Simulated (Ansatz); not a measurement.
Ga3Sb3H12, a cluster cut from wurtzite GaSb (hydrogen-capped), relaxed as a singlet with RKS PBE-D4/def2-SVP in Ansatz, starting from a model built from a lattice or polyhedron. Force threshold 0.03 eV/Å.

In the def2 sets Sb takes a core potential; there is no spin–orbit coupling.

Start:

```xyz
18

Sb   -0.454   -2.162   -1.195
Ga    1.017   -2.092    1.024
Sb    0.219   -0.076    2.524
Ga   -0.168    0.092   -2.531
Sb   -0.973    2.094   -1.004
Ga    0.487    2.189    1.178
H     0.063   -3.497   -2.173
H    -2.096   -2.375   -0.766
H     0.848   -3.460    1.797
H     2.491   -1.902    0.632
H    -1.458   -0.295    2.901
H     1.165   -0.002    3.923
H    -1.024    0.016   -3.814
H     1.295    0.265   -2.910
H    -2.625    1.874   -0.600
H    -0.793    3.578   -1.879
H     1.977    2.394    0.807
H     0.027    3.361    2.084
```

```
step   energy (eV)  largest force component (eV/Å)  SCF passes
   1  -176897.2964                           1.045          17
   2  -176898.1580                           0.548          23
   3  -176898.1974                           0.225          18
   4  -176898.2536                           0.033          18
   5  -176898.2566                           0.013          18
   6  -176898.2576                           0.015          18
```

Force components are those of the run's own axes.

End:

```xyz
18

Sb   -0.264   -2.027   -1.161
Ga    1.120   -2.369    1.143
Sb    0.360   -0.052    2.324
Ga   -0.216    0.090   -2.852
Sb   -0.750    1.992   -0.997
Ga    0.531    2.468    1.343
H    -0.033   -3.441   -2.107
H    -1.915   -2.337   -0.800
H     0.489   -3.576    1.938
H     2.641   -2.185    0.767
H    -1.259   -0.270    2.856
H     1.050   -0.033    3.897
H    -1.443   -0.018   -3.835
H     1.296    0.292   -3.256
H    -2.425    1.872   -0.631
H    -0.869    3.492   -1.824
H     2.049    2.685    0.970
H    -0.364    3.419    2.225
```

By distances, no bond broke or formed. The bond that changes most is Sb5–Ga6, from 2.63 to 2.71 Å (atoms count from 1).

The force fell under the threshold at step 5, but the optimiser went on. No frequencies were taken in this run, so the end may be a saddle point.

It took 12 s on 2 threads of AMD EPYC 7R13 on a shared host and a share (18 GiB) of an NVIDIA H100 80GB HBM3, peak host memory 0.9 GiB.
